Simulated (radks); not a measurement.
Computed order of ionisation of platinum. At each step one electron was removed from each of the four highest sub-shells of the ion before, moves of one valence electron (up to charge 6) and the configuration listed by NIST were tried, and the lowest configuration was kept. Calculated with a radial shooting solver on a logarithmic mesh with Libxc functionals: scalar-relativistic Kohn-Sham, PBEsol, spin-polarised, spherical densities, finite nucleus; Fermi nuclear charge, rms radius of each element as measured or else 0.836 A^(1/3) + 0.57 fm. Open shells are filled with parallel spins first.

species  lowest configuration found  NIST configuration  margin to the next tried (eV)  IE (eV)  NIST IE (eV)       kind
Pt                [Xe] 4f14 5d9 6s1                same                          0.466    9.552         8.959       exp.
Pt+                   [Xe] 4f14 5d9                same                          0.925   19.485          18.6       exp.
Pt2+                  [Xe] 4f14 5d8                same                          2.630   31.273            29     theory
Pt3+                  [Xe] 4f14 5d7                same                          4.528   44.124            43     theory
Pt4+                  [Xe] 4f14 5d6                same                          6.529   57.816            56     theory
Pt5+                  [Xe] 4f14 5d5                same                         13.727   77.082            75     theory
Pt6+                  [Xe] 4f14 5d4                same                         16.970   92.938            91     theory
Pt7+                  [Xe] 4f14 5d3                same                         53.533   109.40           109     theory
Pt8+                  [Xe] 4f14 5d2                same                         55.606   126.37           126     theory
Pt9+                  [Xe] 4f14 5d1                same                         57.838   143.79           145  semi-emp.
Pt10+                     [Xe] 4f14                same                         60.267   224.49           220  semi-emp.
Pt11+        [Kr] 4d10 4f14 5s2 5p5                same                         31.858   245.65           245     theory
Pt12+        [Kr] 4d10 4f14 5s2 5p4                same                         36.036   266.89           269     theory
Pt13+        [Kr] 4d10 4f14 5s2 5p3                same                         40.649   293.85           293     theory

Reference values: NIST Atomic Spectra Database (exp. = measured, semi-emp. = semi-empirical, theory = theoretical value adopted there). Open shells are spherical and high-spin; term and fine-structure splittings are not resolved. Spin-orbit splitting is averaged out at the scalar-relativistic level.
